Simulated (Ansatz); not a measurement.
`C[O][AlH][SiH2]S`, relaxed with RKS PBE0-D4/def2-TZVP in the Gaussian-basis code of Ansatz from a PBE-D4/def2-SVP geometry. The force threshold is 0.005 eV/Å; the program also tests the step.

Total charge 0; spin multiplicity 1.

Start:

```xyz
12

C     1.625    1.381    1.002
O     0.643    0.597    0.373
Al   -0.985    0.110    0.678
Si   -1.642   -1.327   -1.186
S     0.276   -2.083   -1.894
H     1.911    2.240    0.354
H     1.291    1.792    1.983
H     2.545    0.780    1.180
H    -1.713    0.628    2.008
H    -2.476   -2.523   -0.804
H    -2.417   -0.607   -2.266
H     0.942   -0.985   -1.427
```

```csv
step,energy (eV),largest force (eV/Å),largest move (Å)
1,-28498.1770,0.644,0.000
2,-28498.2254,0.427,0.042
3,-28498.2343,0.096,0.068
4,-28498.2369,0.066,0.048
5,-28498.2384,0.019,0.020
6,-28498.2391,0.024,0.032
7,-28498.2397,0.034,0.040
8 (rejected),-28498.2389,0.063,0.013
9,-28498.2399,0.026,0.006
10,-28498.2402,0.051,0.039
11,-28498.2408,0.035,0.034
12,-28498.2410,0.024,0.036
13,-28498.2412,0.024,0.010
14,-28498.2417,0.009,0.022
15,-28498.2421,0.029,0.066
16,-28498.2423,0.042,0.040
17,-28498.2425,0.048,0.022
18,-28498.2427,0.037,0.013
19,-28498.2427,0.029,0.020
20,-28498.2428,0.024,0.017
21,-28498.2429,0.015,0.024
22,-28498.2429,0.017,0.017
23,-28498.2430,0.014,0.016
24,-28498.2430,0.010,0.030
25,-28498.2430,0.010,0.027
26,-28498.2430,0.009,0.003
27,-28498.2430,0.005,0.002
```

End:

```xyz
12

C     1.644    1.332    1.096
O     0.717    0.534    0.416
Al   -0.934    0.205    0.575
Si   -1.624   -1.371   -1.156
S     0.157   -1.806   -2.283
H     2.082    2.064    0.410
H     1.191    1.877    1.934
H     2.454    0.712    1.491
H    -1.756    0.907    1.737
H    -2.188   -2.639   -0.611
H    -2.671   -0.825   -2.067
H     0.929   -0.989   -1.543
```

Run time 2.6 min (4 threads of a server CPU on a shared host); peak host memory 0.67 GiB.
